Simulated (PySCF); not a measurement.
C₄H₂Au₂S₃, SMILES [Au][S]c1ccc([S][Au])s1, multiplicity 1.

Geometry: B3LYP-D3(BJ)/def2-SVP. The spin state was assumed, not searched. The def2 effective core potentials stand for the cores of Au; spin–orbit coupling is left out. Other conformers were not sampled.

All values below come from TDA-ωB97X/def2-SVPD (PySCF).

Vertical excitations. Isolated molecule, no solvent. State labels are in the subgroup C2.

Problem. List the lowest excited states. (The exact figures need the calculation; the answer reports its results.)

Solution. 
```csv
state,symmetry,energy (eV),λ (nm),f,main pairs
S1,B,2.48,499,0.196,"HOMO→LUMO 45 %, HOMO−1→LUMO+1 24 %, HOMO−2→LUMO 17 %"
S2,A,2.54,489,0.004,"HOMO−1→LUMO 53 %, HOMO−2→LUMO+1 26 %, HOMO→LUMO+1 13 %"
S3,B,2.79,444,0.255,"HOMO−2→LUMO 31 %, HOMO→LUMO 25 %, HOMO−1→LUMO+1 19 %, HOMO−4→LUMO+1 10 %"
S4,A,3.01,412,0.038,"HOMO→LUMO+1 37 %, HOMO−4→LUMO 23 %, HOMO−5→LUMO+1 9 %, HOMO−2→LUMO+1 8 %"
S5,A,3.62,342,0.000,"HOMO−8→LUMO 51 %, HOMO−10→LUMO+1 30 %"
S6,B,3.62,342,0.001,"HOMO−8→LUMO+1 43 %, HOMO−10→LUMO 41 %"
T1,B,1.84,674,0,"HOMO→LUMO 68 %, HOMO−4→LUMO+1 14 %"
T2,A,2.03,611,0,"HOMO→LUMO+1 35 %, HOMO−1→LUMO 30 %, HOMO−2→LUMO+1 11 %, HOMO−4→LUMO 11 %"
```
Triplets are in the Tamm–Dancoff approximation.
